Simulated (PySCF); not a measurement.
**Property card for `C(=O)(OC)[SiH3]`**

Species: C2H6O2Si.
Z-matrix (Å and degrees, GFN2-xTB geometry), rows numbered from 1:
```
C 
O   1  1.4241
C   2  1.3383  1  117.03
O   3  1.2063  2  123.14  1     0.22
Si  3  1.9156  2  110.84  1  -179.08
H   1  1.0868  2  106.50  3   179.37
H   1  1.0919  2  110.09  3    59.29
H   1  1.0919  2  110.07  3   -60.58
H   5  1.4606  3  107.66  2  -133.45
H   5  1.4623  3  107.26  2   107.93
H   5  1.4593  3  107.01  2   -12.14
```

Some functional groups and rings: Si–H bond and C–Si bond.

From GFN2-xTB geometry:

```yaml
Rotational_constants_A_B_C_of_the_GFN2-xTB_geometry: 8.722, 2.452, 1.981 GHz
```

From PBE0/def2-SVPD ground state and vertical TDDFT (core frozen in the response) (PySCF):

```yaml
Dipole_moment: 1.87 D
HOMO_energy: -7.84 eV
LUMO_energy: -0.69 eV
HOMO–LUMO_gap: 7.15 eV
Lowest_singlet_excitation: 5.08 eV (244 nm, f = 0.003)
Strongest_line_among_the_8_lowest_singlet_transitions: S4 at 7.54 eV (165 nm, f = 0.174)
Lowest_triplet_excitation_Tamm–Dancoff: 4.39 eV
Static_isotropic_polarisability: 60.4 au
Electronic_spatial_extent_⟨r²⟩_about_the_centre_of_nuclear_charge: 627 bohr²
```

**PBE0/pcSseg-1 ground state and GIAO shieldings, non-relativistic (PySCF)**

```yaml
Lowest_Hirshfeld_atomic_charge: -0.26 e on O4
Highest_Hirshfeld_atomic_charge: +0.32 e on Si5
13C_chemical_shifts_computed_TMS_as_zero_by_class: 187.0 (C3), 52.9 (C1) ppm
1H_chemical_shifts_computed_TMS_as_zero_by_class: 4.07 (H9/H10/H11), 3.91 (H6/H7/H8) ppm
Isotropic_shieldings_of_nuclei_other_than_C_and_H_by_class: -189 (O4), 105 (O2), 436 (Si5) ppm
Mayer_bond_orders_between_heavy_atoms: C1–O2 0.86, O2–C3 1.08, C3–O4 1.90, C3–Si5 0.81
```

**delta-SCF UKS SCAN, pcX-2 on the ionised atom, pcseg-1 elsewhere, spin-free X2C; 2p3/2 from a spin–orbit splitting computed afterwards within the 2p shell (PySCF)**

```yaml
Core_binding_energies: Si2p3/2 107.1 (Si5), C1s 292.5 (C1), C1s 294.0 (C3), O1s 537.7 (O4), O1s 539.5 (O2), Si1s 1846.8 (Si5) eV
```

Monoisotopic mass from the formula: 90.0137 u.

The polarisability is 8.95 Å³ as a volume (1 au = 0.148185 Å³), or 1.26 au for each of the 48 electrons. With B = h/(8π²I), that is 505.379 GHz u Å² over I, the principal moments of inertia are 57.9, 206.1 and 255.1 u Å² (most abundant isotopes). S1 lies 2.07 eV below the HOMO–LUMO gap; its leading configuration is HOMO→LUMO, weight 0.97. In wavenumbers S1 is 41000 cm⁻¹ (1 eV = 8065.54 cm⁻¹).

The structure is a single GFN2-xTB conformer in the gas phase; no vibrational or solvent corrections. NMR classes are plain means over equivalent atoms (diastereotopic ones count apart unless rotation or inversion swaps them), as if these changed places fast; in this geometry the members of some classes differ.

For the core-ionisation job (SCAN ΔSCF), the run took 36 s of wall time on one thread, Arm Neoverse V1 (shared host).
